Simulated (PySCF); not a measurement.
## SrCd⁺: energy against distance

Set-up: PySCF, scalar-relativistic core potentials, basis sets Sr def2-SVP with ECP28, Cd def2-SVP with ECP28. Energies in eV from Sr⁺ + Cd in their ground configurations at the same level. All curves are PBE0. state 1: ²Σ⁺ (doublet), unpaired electrons σ ↑; state 2: doublet, unpaired electrons π ↑, a second solution, started from another occupation; state 3: ²Δ (doublet), unpaired electrons δ ↑, a second solution, started from another occupation; state 4: ⁴Π (quartet), unpaired electrons σ ↑↑, π ↑, a second solution, started from another occupation.

```json
{"R (Å)": "3.067", "state 1": "-0.2260", "state 2": "0.7114", "state 3": "1.2793", "state 4": "3.4535"}
{"R (Å)": "3.209", "state 1": "-0.3457", "state 2": "0.7310", "state 3": "1.1873", "state 4": "3.3405"}
{"R (Å)": "3.352", "state 1": "-0.4089", "state 2": "0.7860", "state 3": "1.1441", "state 4": "3.2784"}
{"R (Å)": "3.459", "state 1": "-0.4302", "state 2": "0.8398", "state 3": "1.1338", "state 4": "3.2560"}
{"R (Å)": "3.566", "state 1": "-0.4354", "state 2": "0.8986", "state 3": "1.1369", "state 4": "3.2491"}
{"R (Å)": "3.673", "state 1": "-0.4291", "state 2": "0.9587", "state 3": "1.1494", "state 4": "3.2538"}
{"R (Å)": "3.816", "state 1": "-0.4084", "state 2": "1.0367", "state 3": "1.1757", "state 4": "3.2728"}
{"R (Å)": "3.994", "state 1": "-0.3712", "state 2": "1.1263", "state 3": "1.2168", "state 4": "3.3093"}
{"R (Å)": "4.208", "state 1": "-0.3199", "state 2": "1.2187", "state 3": "1.2698", "state 4": "3.3613"}
{"R (Å)": "4.493", "state 1": "-0.2529", "state 2": "1.3156", "state 3": "1.3360", "state 4": "3.4309"}
```

Q: Put a parabola through the three lowest points of the state 1 curve and estimate Re, k and ωe (reduced mass 49.61 u; 1 eV/Å² = 0.16022 mdyn/Å; ωe = 1302.8·√(k/μ) cm⁻¹).

A: Through R = 3.459, 3.566, 3.673 Å the second-order coefficient is 0.502 eV/Å², so Re ≈ 3.561 Å, k ≈ 0.161 mdyn/Å and ωe ≈ 74 cm⁻¹. A polynomial fit of higher order to the unrounded PBE0 energies gives Re = 3.555 Å, k = 0.167 mdyn/Å, ωe = 75.6 cm⁻¹; anharmonicity and rounding make the difference.

The higher-order fit for each curve: state 1: Re = 3.555 Å, ωe = 75.6 cm⁻¹, De = 0.435 eV; state 3: Re = 3.483 Å, ωe = 76.6 cm⁻¹, minimum 1.13 eV above the ground-state fragments; state 4: Re = 3.571 Å, ωe = 73.8 cm⁻¹, minimum 3.25 eV above the ground-state fragments. State 2 gave no clean fit.

Spin–orbit coupling is left out. For an ion De counts to the pair picked by the measured ionisation energies or electron affinities, which need not be the lowest pair at this level. Counting both spins, an empty level lies below a filled one in some of these solutions, because spin and occupation are held. The state was picked by a PBE0 search and need not be the measured ground state.
